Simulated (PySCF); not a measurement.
## Ionising Ge₂

UHF-CCSD(T); Ge pcseg-1; no relativity (PySCF 2.14). Neutral (UHF): triplet (π ↑↑), Re = 2.426 Å, ωe = 281 cm⁻¹, De = 2.49 eV.

Ge₂⁺ (UHF): quartet (σ ↑, π ↑↑), Re = 2.459 Å, ωe = 249 cm⁻¹, De = 2.85 eV to Ge⁺ + Ge. The energies at the minima are -4150.32077 hartree for Ge2 and -4150.04761 for Ge₂⁺.

Work out the adiabatic ionisation energy, without and with harmonic zero-point energies (1 hartree = 27.2114 eV, 1 eV = 8065.5 cm⁻¹), and the change of the bond length.

At UHF-CCSD(T): 0.27316 hartree = 7.433 eV between the minima; the zero-point term (249.0 − 281.0)/2 cm⁻¹ = -0.002 eV makes it 7.431 eV. Re changes by +3.3 pm against the neutral. The electron leaves a σ orbital, and the longer bond of the ion fits a bonding orbital, or a change in how ionic the bond is.

Correlated steps freeze 18 core orbitals. Correlated levels converge slowly with the basis: in double zeta they bind strong bonds too weakly, by up to about 1 eV, and carry superposition errors of some tenths. Spin–orbit coupling is left out. States were picked by a PBE0 search and need not be the measured ground states.
